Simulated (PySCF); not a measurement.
Compound: H9N3OSi3.
Cartesian coordinates in Å at the PBE0-D3(BJ)/def2-SVP level; atoms count from 1:
```
atom  x, y, z in Å
O1    -2.5838   -1.1998   -1.0668
Si2   -1.4257   -0.9058    0.0920
N3     0.0895   -1.6316   -0.3324
Si4    1.7017   -0.9861   -0.3042
N5     1.6139    0.5784    0.4417
Si6    0.3041    1.7146    0.4773
N7    -1.1519    0.7996    0.2447
H8    -2.3584   -0.8950   -1.9517
H9    -2.0370   -1.5191    1.2986
H10    0.0039   -2.5873   -0.6719
H11    2.6440   -1.8201    0.5084
H12    2.2549   -0.9541   -1.6974
H13    2.3980    0.8078    1.0446
H14    0.3771    2.7727   -0.5827
H15    0.3717    2.4301    1.7923
H16   -2.0045    1.3486    0.1582
```

Linear response at wB97X-D/def2-SVPD (PySCF, frozen core in the response, non-relativistic). The structure is a single PBE0-D3(BJ)/def2-SVP conformer in the gas phase; no vibrational or solvent corrections.

Static isotropic polarisability: 96.98 au (14.37 Å³), principal values 85.4, 102.2, 103.3 au.

(1) What is the polarisability at 1064 nm and at the sodium D line?

(2) What is the isotropic C6 coefficient between two such molecules, C6 = (3/π)∫α(iω)² dω?

(3) Which effective excitation energy ω̄ makes London's formula C6 = (3/4)α²ω̄ exact here?

(4) How many electrons N does the Slater–Kirkwood formula C6 = (3/4)·√N·α^(3/2) need to give this C6?

(5) What n − 1 at the D line would an ideal gas of it have at 273.15 K and 1 atm (2.6868 × 10¹⁹ cm⁻³), by n − 1 = 2π·N·α′?

(6) The lowest 6 singlets have (eV, f): 6.63, 0.006; 6.79, 0.002; 6.88, 0.005; 7.02, 0.002; 7.33, 0.005; 7.44, 0.060. What share of the static polarisability do they carry in the sum over states α = Σ f/ω²?

## Answers

(1) 97.82 au at 1064 nm (+0.9 %), 99.80 au at 589.3 nm (+2.9 %). The rise at 589.3 nm is 3.35 times that at 1064 nm; a pure ω² law gives 3.26. The lowest singlet lies at 187 nm, shorter than both wavelengths.

(2) 3653 au (Eh·bohr⁶) by a ten-point quadrature over imaginary frequencies, which is 2180 eV·Å⁶ or 211 J·nm⁶/mol.

(3) ω̄ = 4·C6/(3α²) = 0.518 Eh = 14.1 eV. A one-pole form α(ω) = α/(1 − ω²/ω̄²) fitted to the 1064 nm value gives 12.6 eV. London's choice of the ionisation energy (9.43 eV, ΔSCF at the same level) gives C6 = 2450 au, 33 % too low.

(4) N = (4·C6/3)²/α³ = 26.0; the species has 80 electrons in all.

(5) 24.97 × 10⁻⁴, a formal value whether or not that pressure can be reached.

(6) 1.12 au, 1.2 % of α; the largest term, 0.81 au, is that of the state at 7.44 eV. Their oscillator strengths add up to 0.08. Higher states carry the rest.

The pairwise dispersion term of wB97X-D wasn't added to the energies; at a given geometry it leaves orbitals and properties as they are.
